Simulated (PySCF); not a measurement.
**Two-component Hartree-Fock for Tc(42+) (technetium, charge +42)**

Start: 1s1; 1s1/2 filled at m_j = +1/2. Calculated with PySCF 2.14 in an even-tempered Gaussian basis (15 s from 84 bohr⁻², ratio 2.4; 10 p from 110 bohr⁻², ratio 2.4; 3 d from 330 bohr⁻², ratio 2.6; 3 f from 500 bohr⁻², ratio 2.6): generalised Hartree-Fock with the X2C-1e Hamiltonian and a Gaussian nucleus; one run each with spin-orbit coupling (SO) switched off, then screened by Boettger's factors.

```csv
spinor shell,electrons,"ε, spin-free (eV)","ε, screened SO (eV)",weight of nominal j (screened SO),"rms radius, screened SO (bohr)"
1s1/2,1,-25807.8,-25807.8,1.000,0.0386
```

```tsv
quantity	spin-free	screened SO
E (hartree)	-948.42076	-948.42076
M_J	1/2	1/2
⟨J²⟩	0.750	0.750
⟨L²⟩	0.000	0.000
⟨S²⟩	0.750	0.750
```

Breit and QED terms are absent; they matter most for the inner s and p1/2 levels.

Densities and radii are taken from the X2C orbitals without a picture-change correction, which distorts them close to the nucleus.

Without spin-orbit coupling the j labels of p, d and f shells carry no meaning; the spin-free column gives the mean over the occupied spinors of each nl shell.
